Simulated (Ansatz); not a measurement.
# How methods differ on C5H12Si (SMILES C=C[Si](C)(C)C)

The species is C5H12Si (18 atoms), meant as a singlet with charge 0. As SMILES, `C=C[Si](C)(C)C`. The shape is that of a PBE0-D4/def2-TZVP optimisation. This is one conformer, not always the lowest.

Quantity: the electronic atomisation energy, in eV. The values are calculated. Electronic energies at fixed atoms, without zero-point motion or spin-orbit coupling.

```
                                 level                    kind  program  value (eV)  less CCSD(T)/6-31G*  CPU time (all runs)
       HF/6-31G* (spherical functions)            Hartree–Fock   Ansatz       55.47               -11.25                5.2 s
    SVWN5/6-31G* (spherical functions)                     LDA   Ansatz       82.18               +15.46                7.7 s
     BLYP/6-31G* (spherical functions)                     GGA   Ansatz       71.86                +5.14                 11 s
   r2SCAN/6-31G* (spherical functions)                meta-GGA   Ansatz       72.89                +6.17                 17 s
    B3LYP/6-31G* (spherical functions)           global hybrid   Ansatz       72.47                +5.75                 11 s
CAM-B3LYP/6-31G* (spherical functions)  range-separated hybrid   Ansatz       73.06                +6.34                 11 s
  RPA@PBE/6-31G* (spherical functions)                     RPA   Ansatz       65.26                -1.46                 22 s
  CCSD(T)/6-31G* (spherical functions)   coupled cluster or CI   Ansatz       66.72                 0.00                 43 s
```

CCSD(T)/6-31G* (spherical functions) is the highest level here, not the true value. The values span 55.47 to 82.18 eV. Times are those of the runs behind each value, whatever else they computed, on shared processors of several kinds: orders of magnitude only.
